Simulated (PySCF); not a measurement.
Species: `CC(C)[Si@@H]([SiH3])O[SiH3]`. The columns A, B, C and D hold Mulliken, IAO, Hirshfeld and ESP-fitted charges (e) of one PBE0/pcSseg-1 density (PySCF), in a shuffled order. Coordinates in Å (PBE0-D3(BJ)/def2-SVP); the density's dipole moment is (-0.80, -0.95, 0.44) D.

```
atom       x       y       z       A       B       C       D
  C1  -0.854  -1.941  -0.105  -0.400  -0.113  -0.255  -0.470
  C2  -0.979  -0.480   0.323  -0.379  -0.109  -0.626  +0.309
  C3  -2.391   0.060   0.098  -0.404  -0.114  -0.258  -0.553
 Si4   0.288   0.602  -0.573  +0.870  +0.339  +0.779  +0.361
 Si5   0.234   2.823   0.191  +0.229  +0.199  +0.142  +0.128
  O6   1.836   0.041  -0.322  -0.866  -0.307  -0.768  -0.416
 Si7   2.908  -0.963   0.431  +0.847  +0.384  +0.699  +0.540
  H8  -1.060  -2.062  -1.182  +0.134  +0.039  +0.119  +0.124
  H9  -1.573  -2.577   0.439  +0.136  +0.040  +0.121  +0.118
 H10   0.150  -2.351   0.085  +0.132  +0.037  +0.134  +0.105
 H11  -0.742  -0.406   1.401  +0.136  +0.035  +0.150  -0.009
 H12  -2.651   0.073  -0.974  +0.133  +0.038  +0.119  +0.132
 H13  -3.141  -0.570   0.604  +0.138  +0.041  +0.123  +0.143
 H14  -2.513   1.086   0.480  +0.136  +0.038  +0.133  +0.126
 H15   0.006   0.543  -2.044  -0.137  -0.085  -0.083  -0.108
 H16  -1.097   3.461  -0.060  -0.099  -0.075  -0.070  -0.068
 H17   0.490   2.845   1.667  -0.095  -0.076  -0.065  -0.068
 H18   1.286   3.645  -0.482  -0.087  -0.071  -0.053  -0.051
 H19   2.528  -1.156   1.865  -0.148  -0.083  -0.118  -0.124
 H20   4.269  -0.357   0.362  -0.131  -0.077  -0.106  -0.106
 H21   2.933  -2.299  -0.239  -0.145  -0.081  -0.115  -0.113
```

Problem. Which column most likely holds the ESP-fitted charges?

Solution. D. Σ q r misses the density's dipole by 0.01 D (D), 0.46 D (A), 0.69 D (B), 0.82 D (C). Charges fitted to the outside potential are the only set here that is tied to the molecule's multipoles.

Problem. And the Hirshfeld charges?

Solution. B. The mean sizes are 0.113 e (B), 0.198 e (D), 0.240 e (C), 0.275 e (A), and Hirshfeld charges are commonly the smallest of these schemes.

As computed, A = IAO, B = Hirshfeld, C = Mulliken, D = ESP-fitted. Hydrogens on carbon: IAO +0.13 to +0.14, Hirshfeld +0.03 to +0.04, Mulliken +0.12 to +0.15, ESP-fitted -0.01 to +0.14 e.

The Hirshfeld scheme weights the molecular density at each point by an atom's share of the summed free-atom densities. The Mulliken scheme gives each basis function's population to the atom it is centred on and halves the overlap population of two atoms between them.

The structure is a single PBE0-D3(BJ)/def2-SVP conformer in the gas phase; no vibrational or solvent corrections.

The values belong to the conformer `[CH3:1][CH:2]([CH3:3])[Si@@H:4]([SiH3:5])[O:6][SiH3:7]`: C1–C2–Si4–Si5 -175°, C2–Si4–O6–Si7 -8°.
